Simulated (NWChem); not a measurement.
System: GeH cation, singlet

Input file for NWChem:

```
start job
memory heap 200 mb stack 700 mb global 900 mb
charge 1
geometry units angstroms noautoz
  Ge     0.000000     0.000000    -0.037060
  H      0.000000     0.000000     1.568795
end
basis spherical
  * library pcseg-2
end
dft
  xc b3lyp
  iterations 150
  mulliken
end
task dft energy
```

NWChem printed, in part:

```
             Northwest Computational Chemistry Package (NWChem) 7.3.0
             --------------------------------------------------------

 ORDER OF PRIMARY AXIS IS BEING SET TO 4
 C4V symmetry detected

                             Geometry "geometry" -> ""
                             -------------------------

 Output coordinates in angstroms (scale by  1.889725989 to convert to a.u.)

  No.       Tag          Charge          X              Y              Z
 ---- ---------------- ---------- -------------- -------------- --------------
    1 Ge                  32.0000     0.00000000     0.00000000    -0.04866227
    2 H                    1.0000     0.00000000     0.00000000     1.55719273

 Effective nuclear repulsion energy (a.u.)      10.5449570279

      Symmetry information
      --------------------

 Group name             C4v
 Group number             18
 Group order               8
 No. of unique centers     2

                                 NWChem DFT Module
                                 -----------------

 Summary of "ao basis" -> "ao basis" (spherical)
 ------------------------------------------------------------------------------
       Tag                 Description            Shells   Functions and Types
 ---------------- ------------------------------  ------  ---------------------
 Ge                         pcseg-2                 15       43   6s5p3d1f
 H                          pcseg-2                  6       14   3s2p1d

      Symmetry analysis of basis
      --------------------------

        a1         21
        a2          0
        b1          5
        b2          5
        e          26

            General Information
            -------------------
          SCF calculation type: DFT
          Wavefunction type:  closed shell.
          No. of atoms     :     2
          No. of electrons :    32
           Alpha electrons :    16
            Beta electrons :    16
          Charge           :     1
          Spin multiplicity:     1
          Use of symmetry is: on ; symmetry adaption is: on
          Maximum number of iterations: 150
          AO basis - number of functions:    57
                     number of shells:    21
          Convergence on energy requested:  1.00D-06
          Convergence on density requested:  1.00D-05
          Convergence on gradient requested:  5.00D-04

              XC Information
              --------------
                         B3LYP Method XC Potential
                     Hartree-Fock (Exact) Exchange  0.200
                        Slater Exchange Functional  0.800 local
                    Becke 1988 Exchange Functional  0.720 non-local
              Lee-Yang-Parr Correlation Functional  0.810
                  VWN I RPA Correlation Functional  0.190 local

             Grid Information
             ----------------
          Grid used for XC integration:  medium
          Radial quadrature: Mura-Knowles
          Angular quadrature: Lebedev.
          Tag              B.-S. Rad. Rad. Pts. Rad. Cut. Ang. Pts.
          ---              ---------- --------- --------- ---------
          Ge                  1.25      112           8.0       590
          H                   0.35       45           9.0       434
          Grid pruning is: on
          Number of quadrature shells:   157
          Spatial weights used:  Erf1

      Superposition of Atomic Density Guess
      -------------------------------------

 Sum of atomic energies:       -2075.81806315

 Renormalizing density from      33.00 to     32

      Non-variational initial energy
      ------------------------------

 Total energy =   -2036.902344
 1-e energy   =   -2829.278400
 2-e energy   =     781.831099
 HOMO         =      -0.687480
 LUMO         =      -0.502206

      Symmetry analysis of molecular orbitals - initial
      -------------------------------------------------

 !! scf_movecs_sym_adapt:   10 vectors were symmetry contaminated

  Symmetry fudging

 !! scf_movecs_sym_adapt:   10 vectors were symmetry contaminated

  Numbering of irreducible representations:

     1 a1          2 a2          3 b1          4 b2          5 e

  Orbital symmetries:

     1 a1          2 a1          3 a1          4 e           5 e
     6 a1          7 a1          8 e           9 e          10 a1
    11 e          12 e          13 b1         14 b2         15 a1
    16 a1         17 e          18 e          19 a1         20 a1
    21 a1         22 e          23 e          24 e          25 e
    26 b1

     ---------------------------------------------
      Total Density - Mulliken Population Analysis
     ---------------------------------------------

    Atom       Charge   Shell Charges
 -----------   ------   -------------------------------------------------------
    1 Ge  32    31.11   2.00  2.00  1.30  0.65  1.29  0.70  6.00  6.03  0.31  0.70  0.09 10.02 -0.03  0.03  0.01
    2 H    1     0.89   0.33  0.47  0.06  0.00  0.02  0.00

   convergence    iter        energy       DeltaE   RMS-Dens  Diis-err
 ---------------- ----- ----------------- --------- --------- ---------
 d= 0,ls=0.0,diis     1  -2076.9716770909 -2.09D+03  3.68D-02  8.23D+00
 d= 0,ls=0.0,diis     2  -2076.9643274158  7.35D-03  1.87D-02  8.47D+00
 d= 0,ls=0.0,diis     3  -2077.3355763672 -3.71D-01  1.46D-03  1.33D-02
 d= 0,ls=0.0,diis     4  -2077.3364078088 -8.31D-04  2.99D-04  2.01D-04
 d= 0,ls=0.0,diis     5  -2077.3364423721 -3.46D-05  4.67D-05  7.13D-06
  Resetting Diis
 d= 0,ls=0.0,diis     6  -2077.3364440573 -1.69D-06  3.89D-06  5.24D-08
 d= 0,ls=0.0,diis     7  -2077.3364440641 -6.80D-09  3.36D-07  2.76D-10

         Total DFT energy =    -2077.336444064106
      One electron energy =    -2906.024260065402
           Coulomb energy =      897.337247725770
    Exchange-Corr. energy =      -79.194388752345
 Nuclear repulsion energy =       10.544957027870

 Numeric. integr. density =       31.999999773105

[...]
```

Level: B3LYP/pcseg-2. Low-valent species are run as closed-shell singlets; no triplet was tried in these runs. All runs use the structure optimised with B3LYP/6-31G* (spherical d). B3LYP is NWChem's, with the RPA form of VWN correlation.
